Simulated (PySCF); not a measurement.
PySCF input for BBrH₄N₂, SMILES B(Br)(N)N, TDA-PBE/def2-SVPD. Geometry: PBE0-D3(BJ)/def2-SVP. This is a generated structure with no PubChem entry under its InChIKey; it may be hypothetical. One conformer was computed; it need not be the lowest.

```python
import numpy as np
from pyscf import gto, scf, dft, tdscf

mol = gto.M(
    atom='''
    B     0.00000000   -0.00000000   -0.96355072
    Br    0.00000000   -0.00000000    0.99341056
    N     0.00000000    1.24764228   -1.60941661
    H     0.00000000    2.11590620   -1.09583029
    H     0.00000000    1.35462100   -2.61406136
    N     0.00000000   -1.24764227   -1.60941662
    H     0.00000000   -1.35462099   -2.61406136
    H     0.00000000   -2.11590619   -1.09583030
    ''',
    basis='def2-SVPD',
    charge=0,
    spin=0,
    symmetry=True,
    max_memory=1600,
    verbose=4,
)
mf = dft.RKS(mol, xc='pbe').density_fit(auxbasis='def2-universal-jkfit')
mf.grids.level = 3
mf.conv_tol = 1e-9
mf.max_cycle = 100
mf.kernel()
mf.grids = dft.Grids(mol).set(level=1).build(with_non0tab=True)  # coarser grid for the response kernel
td = tdscf.TDA(mf)
td.singlet = True
td.nstates = 10
td.conv_tol = 1e-4
td.positive_eig_threshold = 1e-6
td.kernel(x0=td.get_init_guess(mf, 15))
td.analyze()
tt = tdscf.TDA(mf)
tt.singlet = False
tt.nstates = 4
tt.conv_tol = 1e-4
tt.positive_eig_threshold = 1e-6
tt.kernel(x0=tt.get_init_guess(mf, 9))
tt.analyze(verbose=3)
```

It prints:

```
PySCF version 2.14.0

[INPUT] verbose = 4
[INPUT] num. atoms = 8
[INPUT] num. electrons = 58
[INPUT] charge = 0
[INPUT] spin (= nelec alpha-beta = 2S) = 0
[INPUT] symmetry True subgroup None
[INPUT] Mole.unit = angstrom
[INPUT] Symbol           X                Y                Z      unit          X                Y                Z       unit  Magmom
[INPUT]  1 B      0.000000000000   0.000000000000  -0.963550720000 AA    0.000000000000   0.000000000000  -1.820846967927 Bohr   0.0
[INPUT]  2 Br     0.000000000000   0.000000000000   0.993410560000 AA    0.000000000000   0.000000000000   1.877273887651 Bohr   0.0
[INPUT]  3 N      0.000000000000   1.247642280000  -1.609416610000 AA    0.000000000000   2.357702210628  -3.041356613226 Bohr   0.0
[INPUT]  4 H      0.000000000000   2.115906200000  -1.095830290000 AA    0.000000000000   3.998483223269  -2.070819127103 Bohr   0.0
[INPUT]  5 H      0.000000000000   1.354621000000  -2.614061360000 AA    0.000000000000   2.559862692584  -4.939860043208 Bohr   0.0
[INPUT]  6 N      0.000000000000  -1.247642270000  -1.609416620000 AA    0.000000000000  -2.357702191731  -3.041356632123 Bohr   0.0
[INPUT]  7 H      0.000000000000  -1.354620990000  -2.614061360000 AA    0.000000000000  -2.559862673687  -4.939860043208 Bohr   0.0
[INPUT]  8 H      0.000000000000  -2.115906190000  -1.095830300000 AA    0.000000000000  -3.998483204372  -2.070819146000 Bohr   0.0

nuclear repulsion = 221.690641656873
point group symmetry = C2v
symmetry origin: [0.00000000e+00 2.93233370e-09 2.60651896e-09]
symmetry axis x: [1. 0. 0.]
symmetry axis y: [0.00000000e+00 1.00000000e+00 7.22698959e-10]
symmetry axis z: [ 0.00000000e+00 -7.22698959e-10  1.00000000e+00]
num. orbitals of irrep A1 = 55
num. orbitals of irrep A2 = 16
num. orbitals of irrep B1 = 23
num. orbitals of irrep B2 = 39
number of shells = 55
number of NR pGTOs = 213
number of NR cGTOs = 133
basis = def2-SVPD
ecp = {}


[settings echo left out]
init E= -2709.26936792019
HOMO (B1) = -0.302393331000295  LUMO (B1) = -0.0432623272269343  gap/eV = 7.05131
cycle= 1 E= -2710.02096840048  delta_E= -0.752  |g|= 0.588  |ddm|= 4.17
HOMO (A2) = -0.115011072754739  LUMO (A1) = -0.00260942230593919  gap/eV = 3.05860
cycle= 2 E= -2709.86184518618  delta_E= 0.159  |g|= 1.01  |ddm|= 1.42
HOMO (B1) = -0.228680794838358  LUMO (A1) = -0.0243931179374712  gap/eV = 5.55895
cycle= 3 E= -2710.09386629855  delta_E= -0.232  |g|= 0.0889  |ddm|= 0.863
HOMO (A2) = -0.224222475037283  LUMO (A1) = -0.0213142399152018  gap/eV = 5.52141
cycle= 4 E= -2710.09621733733  delta_E= -0.00235  |g|= 0.0299  |ddm|= 0.187
HOMO (A2) = -0.224415484008682  LUMO (A1) = -0.0216420087998213  gap/eV = 5.51775
cycle= 5 E= -2710.096440473  delta_E= -0.000223  |g|= 0.00792  |ddm|= 0.0548
HOMO (A2) = -0.224147047358329  LUMO (A1) = -0.0216670591929717  gap/eV = 5.50976
cycle= 6 E= -2710.09644679044  delta_E= -6.32e-06  |g|= 0.00276  |ddm|= 0.0112
HOMO (A2) = -0.224275135243595  LUMO (A1) = -0.021717984656132  gap/eV = 5.51186
cycle= 7 E= -2710.09644902013  delta_E= -2.23e-06  |g|= 0.000382  |ddm|= 0.00376
HOMO (A2) = -0.224308217206024  LUMO (A1) = -0.0217303161145241  gap/eV = 5.51243
cycle= 8 E= -2710.09644905522  delta_E= -3.51e-08  |g|= 8.94e-05  |ddm|= 0.000646
HOMO (A2) = -0.224314737399206  LUMO (A1) = -0.0217346739826434  gap/eV = 5.51248
cycle= 9 E= -2710.09644905756  delta_E= -2.34e-09  |g|= 1.07e-05  |ddm|= 0.000176
HOMO (A2) = -0.224313621001261  LUMO (A1) = -0.0217343027751271  gap/eV = 5.51246
cycle= 10 E= -2710.09644905759  delta_E= -2.55e-11  |g|= 2.7e-06  |ddm|= 1.95e-05
HOMO (A2) = -0.224313363368295  LUMO (A1) = -0.0217341251058052  gap/eV = 5.51246
Extra cycle  E= -2710.09644905759  delta_E= -7.28e-12  |g|= 2.35e-06  |ddm|= 1.1e-05
converged SCF energy = -2710.09644905759
tot grids = 32640
Overwritten attributes  positive_eig_threshold  of <class 'pyscf.tdscf.rks.TDA'>


******** <class 'pyscf.tdscf.rks.TDA'> for <class 'pyscf.df.df_jk.DFSymAdaptedRKS'> ********
nstates = 10 singlet
deg_eia_thresh = 1.000e-03
wfnsym = None
conv_tol = 0.0001
eigh lindep = 1e-12
eigh level_shift = 0
eigh max_cycle = 100


Excitation energies (eV)
[5.56388393 5.91901153 6.09469981 6.55852697 6.76435709 6.94698957
 7.04054515 7.10454992 7.16376925 7.24151897]

** Singlet excitation energies and oscillator strengths **
Excited State   1:   A2      5.56388 eV    222.84 nm  f=0.0000
      29 -> 30       -0.70639
Excited State   2:   B1      5.91901 eV    209.47 nm  f=0.0012
      28 -> 30        0.70640
Excited State   3:   B2      6.09470 eV    203.43 nm  f=0.0381
      27 -> 30        0.70553
Excited State   4:   A2      6.55853 eV    189.04 nm  f=0.0000
      29 -> 31        0.70683
Excited State   5:   B1      6.76436 eV    183.29 nm  f=0.0218
      29 -> 33        0.70393
Excited State   6:   A2      6.94699 eV    178.47 nm  f=0.0000
      29 -> 34        0.70677
Excited State   7:   B1      7.04055 eV    176.10 nm  f=0.0026
      28 -> 31        0.70277
Excited State   8:   A2      7.10455 eV    174.51 nm  f=0.0000
      27 -> 32       -0.28918
      28 -> 33       -0.64471
Excited State   9:   A2      7.16377 eV    173.07 nm  f=0.0000
      27 -> 32        0.64453
      28 -> 33       -0.28900
Excited State  10:   A1      7.24152 eV    171.21 nm  f=0.0514
      27 -> 33       -0.48385
      28 -> 32       -0.50338

** Transition electric dipole moments (AU) **
state          X           Y           Z        Dip. S.      Osc.
  1        -0.0000     -0.0000     -0.0000      0.0000      0.0000
  2         0.0896     -0.0000     -0.0000      0.0080      0.0012
  3        -0.0000      0.5053     -0.0000      0.2554      0.0381
  4         0.0000     -0.0000      0.0000      0.0000      0.0000
  5        -0.3626     -0.0000     -0.0000      0.1314      0.0218
  6        -0.0000      0.0000      0.0000      0.0000      0.0000
  7         0.1236     -0.0000     -0.0000      0.0153      0.0026
  8        -0.0000     -0.0000      0.0000      0.0000      0.0000
  9         0.0000     -0.0000     -0.0000      0.0000      0.0000
 10         0.0000     -0.0000     -0.5383      0.2898      0.0514

** Transition velocity dipole moments (imaginary part, AU) **
state          X           Y           Z        Dip. S.      Osc.
  1         0.0000     -0.0000     -0.0000      0.0000      0.0000
  2         0.0016     -0.0000      0.0000      0.0000      0.0000
  3        -0.0000      0.0899      0.0000      0.0081      0.0241
  4         0.0000     -0.0000      0.0000      0.0000      0.0000
  5        -0.1094     -0.0000     -0.0000      0.0120      0.0321
  6         0.0000      0.0000      0.0000      0.0000      0.0000
  7         0.0768     -0.0000     -0.0000      0.0059      0.0152
  8         0.0000      0.0000      0.0000      0.0000      0.0000
  9         0.0000     -0.0000     -0.0000      0.0000      0.0000
 10         0.0000     -0.0000     -0.0894      0.0080      0.0200

** Transition magnetic dipole moments (imaginary part, AU) **
state          X           Y           Z
  1        -0.0000      0.0000      0.6344
  2        -0.0000     -0.5211     -0.0000
  3         0.4828      0.0000      0.0000
  4        -0.0000      0.0000      0.0853
  5         0.0000     -0.4716      0.0000
  6         0.0000     -0.0000      0.0191
  7        -0.0000      0.0700      0.0000
  8        -0.0000      0.0000     -0.0073
  9        -0.0000      0.0000      0.3848
 10         0.0000      0.0000     -0.0000


******** <class 'pyscf.tdscf.rks.TDA'> for <class 'pyscf.df.df_jk.DFSymAdaptedRKS'> ********
nstates = 4 triplet
deg_eia_thresh = 1.000e-03
wfnsym = None
conv_tol = 0.0001
eigh lindep = 1e-12
eigh level_shift = 0
eigh max_cycle = 100


Excitation energies (eV)
[5.39065236 5.83849758 6.01943833 6.18758387]

** Triplet excitation energies and oscillator strengths **
Excited State   1:   A2      5.39065 eV    230.00 nm  f=0.0000
Excited State   2:   B1      5.83850 eV    212.36 nm  f=0.0000
Excited State   3:   B2      6.01944 eV    205.97 nm  f=0.0000
Excited State   4:   B2      6.18758 eV    200.38 nm  f=0.0000
```

The calculation finished and met its thresholds.

Cost: roughly 30 core-seconds.
